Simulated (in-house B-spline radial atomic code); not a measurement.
A fraction x of an electron is removed from 3d in the niobium ion Nb⁵⁺, starting from [Ar] 3d10 4s2 4p6 and keeping the highest spin. Method: non-relativistic PBE0, spin-polarised, spherical fractional occupations, point nucleus. Calculated with an all-electron radial atomic-structure program (B-spline basis).

Caution: exact exchange at fractional occupations of open shells leaves self-interaction of up to several eV.

| x | E(x) - E(0) (eV) | 3d down level (eV) |
| --- | --- | --- |
| 0 | 0.0000 | -271.403 |
| 0.04 | 10.8850 | -272.846 |
| 0.15 | 41.1170 | -276.830 |
| 0.31 | 85.8759 | -282.664 |
| 0.49 | 137.3499 | -289.279 |
| 0.5 | 140.2445 | -289.649 |
| 0.58 | ? | ? |
| 0.65 | 184.1082 | -295.207 |
| 0.82 | 234.8322 | -301.553 |
| 0.89 | ? | ? |
| 1 | 289.7205 | -308.326 |

Problem. What belongs in the row x = 0.58?

Solution. An energy change of 163.5347 eV; 3d down at -292.608 eV.

Problem. What belongs in the row x = 0.89?

Solution. An energy change of 256.0328 eV; 3d down at -304.181 eV.

Problem. Check Janak's theorem between x = 0.04 and 0.15.

Solution. The slope of the energy is 274.84 eV; the orbital levels give 274.84 eV (-ε of the emptying orbital, averaged over the two points).
